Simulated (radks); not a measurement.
W1.5+, configuration [Xe] 4f14 5d(up 2, down 2) 6s(up 0.25, down 0.25) (fractional occupations, a model configuration). Calculated with a radial shooting solver on a logarithmic mesh with Libxc functionals: scalar-relativistic Kohn-Sham, PBE, spin-polarised, spherical densities, finite nucleus; Fermi nuclear charge, rms radius 5.3658 fm. Some entries of the table are withheld. Estimate them.

orbital  occ.  eigenvalue (hartree)  <r^2> (bohr^2)
1s          2             -2553.410             (1)
2s          2             -441.0942        0.007121
2p          6             -385.9031        0.005891
3s          2             -101.9182         0.04622
3p          6             -85.56598         0.04698
3d         10             -66.73215         0.03897
4s          2             -21.36479             (2)
4p          6             -15.99923          0.2599
4d         10              -9.19096          0.3030
5s          2              -3.33296           1.281
5p          6              -2.01715             (3)
4f         14              -1.64885          0.4643
5d          4              -0.57709           4.363
6s        0.5              -0.57537           9.293

Answer. 
(1) 1s <r^2> (bohr^2): 0.0004631
(2) 4s <r^2> (bohr^2): 0.2282
(3) 5p <r^2> (bohr^2): 1.767
